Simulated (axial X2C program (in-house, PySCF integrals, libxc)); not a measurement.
**Curves of PmBr⁺ from open-shell CI on f4 s1**

Calculated with an in-house all-electron X2C program for linear molecules (integrals from PySCF): two-component X2C with atomic mean-field Coulomb and Gaunt terms, basis Pm dyall-v3z, Br dyall-v3z (cores contracted in-house). Orbitals come from Hartree–Fock averaged over the configuration Pm f4 s1; CI then distributes these electrons over the f, s shells of Pm.

Scan along the bond; masses Pm 144.913 u, Br 78.918 u. Energies in cm⁻¹ from the lowest point; levels are followed by energy order within each Ω. Lowest level at 2.582 Å: 100% f4 s1.

```json
{"R (Å)": "2.401", "(1)Ω=1/2": "2443", "(1)Ω=3/2": "2502", "(1)Ω=5/2": "2578", "(1)Ω=7/2": "2718", "(2)Ω=1/2": "3391", "(2)Ω=3/2": "3394", "(2)Ω=5/2": "3421", "(2)Ω=7/2": "3510", "(1)Ω=9/2": "3557"}
{"R (Å)": "2.492", "(1)Ω=1/2": "595", "(1)Ω=3/2": "666", "(1)Ω=5/2": "758", "(1)Ω=7/2": "908", "(2)Ω=1/2": "1566", "(2)Ω=3/2": "1572", "(2)Ω=5/2": "1603", "(2)Ω=7/2": "1702", "(1)Ω=9/2": "1748"}
{"R (Å)": "2.582", "(1)Ω=1/2": "0", "(1)Ω=3/2": "81", "(1)Ω=5/2": "186", "(1)Ω=7/2": "343", "(2)Ω=1/2": "998", "(2)Ω=3/2": "1005", "(2)Ω=5/2": "1038", "(2)Ω=7/2": "1143", "(1)Ω=9/2": "1185"}
{"R (Å)": "2.685", "(1)Ω=1/2": "391", "(1)Ω=3/2": "481", "(1)Ω=5/2": "598", "(1)Ω=7/2": "764", "(2)Ω=1/2": "1427", "(2)Ω=3/2": "1433", "(2)Ω=5/2": "1465", "(2)Ω=7/2": "1577", "(1)Ω=9/2": "1605"}
{"R (Å)": "2.789", "(1)Ω=1/2": "1575", "(1)Ω=3/2": "1674", "(1)Ω=5/2": "1802", "(1)Ω=7/2": "1979", "(2)Ω=1/2": "2661", "(2)Ω=3/2": "2665", "(2)Ω=5/2": "2694", "(2)Ω=7/2": "2811", "(1)Ω=9/2": "2818"}
{"R (Å)": "2.905", "(1)Ω=1/2": "3471", "(1)Ω=3/2": "3580", "(1)Ω=5/2": "3725", "(1)Ω=7/2": "3920", "(2)Ω=1/2": "4639", "(2)Ω=3/2": "4641", "(2)Ω=5/2": "4664", "(2)Ω=7/2": "4784", "(1)Ω=9/2": "4749"}
{"R (Å)": "3.047", "(1)Ω=1/2": "6193", "(1)Ω=3/2": "6315", "(1)Ω=5/2": "6490", "(1)Ω=7/2": "6727", "(2)Ω=1/2": "7530", "(2)Ω=3/2": "7531", "(2)Ω=5/2": "7545", "(2)Ω=7/2": "7673", "(1)Ω=9/2": "7525"}
```

(1) Fit the curves (1)Ω=1/2, (1)Ω=3/2, (1)Ω=5/2, (1)Ω=7/2, (2)Ω=1/2, (2)Ω=3/2, (2)Ω=5/2, (2)Ω=7/2, (1)Ω=9/2 near their minima.

The 9 lowest curves are shown; the next is (3)Ω=3/2, from 2209 cm⁻¹.

There is no dynamic correlation: spin–orbit spacings and, for f shells, spacings inside one term are the most reliable numbers, splittings between terms come out too wide, and energies between configurations are not reliable, so the lowest level need not be the ground state of the molecule. At most 4 roots were kept for each Ω > 0 (twice that for Ω = 0) within 2.2 eV of the lowest, so higher up levels can be missing between those listed; levels with Ω > 0 are doubly degenerate and listed once, Ω = 0 levels singly.

## Answers

(1) From the open-shell CI curves, Te from the lowest:

```json
{"level": "(1)Ω=1/2", "Te (cm⁻¹)": "0", "Re (Å)": "2.593", "ωe (cm⁻¹)": "262.5"}
{"level": "(1)Ω=3/2", "Te (cm⁻¹)": "82", "Re (Å)": "2.592", "ωe (cm⁻¹)": "262.7"}
{"level": "(1)Ω=5/2", "Te (cm⁻¹)": "188", "Re (Å)": "2.591", "ωe (cm⁻¹)": "263.0"}
{"level": "(1)Ω=7/2", "Te (cm⁻¹)": "346", "Re (Å)": "2.590", "ωe (cm⁻¹)": "263.3"}
{"level": "(2)Ω=1/2", "Te (cm⁻¹)": "1001", "Re (Å)": "2.589", "ωe (cm⁻¹)": "264.9"}
{"level": "(2)Ω=3/2", "Te (cm⁻¹)": "1008", "Re (Å)": "2.589", "ωe (cm⁻¹)": "264.7"}
{"level": "(2)Ω=5/2", "Te (cm⁻¹)": "1041", "Re (Å)": "2.589", "ωe (cm⁻¹)": "264.4"}
{"level": "(2)Ω=7/2", "Te (cm⁻¹)": "1147", "Re (Å)": "2.589", "ωe (cm⁻¹)": "264.5"}
{"level": "(1)Ω=9/2", "Te (cm⁻¹)": "1188", "Re (Å)": "2.590", "ωe (cm⁻¹)": "263.2"}
```

Without dynamic correlation distances can be off by several hundredths of an Å (long for ionic bonds, short for multiple bonds) and the wavenumbers are rough.
